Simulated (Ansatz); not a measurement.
Abridged output of a molecular run in Ansatz:

```
Functional definition: HF
1236 factors; integrals over basis functions are off by at most 8.8e-4 eV
mean field evaluation 1: about -78019.2669 eV, gradient 3.9e1 eV
mean field evaluation 2: about -78019.4091 eV, gradient 3.9e1 eV
mean field evaluation 4: about -78022.4741 eV, gradient 2.1e0 eV
mean field evaluation 8: about -78022.5105 eV, gradient 2.0e-1 eV
mean field evaluation 16: about -78022.5107 eV, gradient 1.0e-6 eV
mean field -78022.51068096 eV, -2867.2743819679 hartree, gradient 1.0e-6 eV, S^2 0.000000; 0 other end points of the search recorded, 0 dependent functions left out
19 core orbitals not correlated: weight in the atoms' cores, before any rotation towards them, 1.000 or more for the frozen orbitals, at most 0.000 for the correlated occupied ones
reference -78022.51068096 eV, -2867.2743819679 hartree; 31, 31 occupied and 62, 62 virtual orbitals, 1236 factors
second order -22.51121006 eV of doubles, -0.00000000 eV of singles
cycle   1  -22.06779793 eV  change    4.4e-1 eV  update   1.2e-1
cycle   2  -22.57112691 eV  change   -5.0e-1 eV  update   3.4e-2
cycle   3  -22.67367097 eV  change   -1.0e-1 eV  update   1.7e-2
cycle   4  -22.66579980 eV  change    7.9e-3 eV  update   3.7e-3
cycle   5  -22.66261474 eV  change    3.2e-3 eV  update   1.6e-3
cycle   6  -22.66291223 eV  change   -3.0e-4 eV  update   4.7e-4
cycle   7  -22.66272937 eV  change    1.8e-4 eV  update   1.6e-4
cycle   8  -22.66265036 eV  change    7.9e-5 eV  update   5.1e-5
cycle   9  -22.66266353 eV  change   -1.3e-5 eV  update   2.2e-5
perturbative correction -0.52286109 eV, -0.0192147905 hartree
Total energy: -78045.69620557 eV, -2868.1264342819 hartree
```

Its atoms:

Cartesian coordinates in Å:
```
F 0.113 -1.776 0.051
Ge 0.001 -0.068 -0.075
F -0.080 0.228 -1.764
I -2.103 0.678 0.973
I 2.069 0.938 0.816
```

**Question.** Which basis set was used?
A. def2-SVP
B. def2-TZVPP
C. cc-pV(T+d)Z
D. def2-TZVPPD

**Answer.** A. It gives 112 functions.

**Question.** Write the keys of the input that set method, charge and spin (a neutral closed shell needs none for the last two).

**Answer.** 
```yaml
correlation: {method: ccsd_t}
```
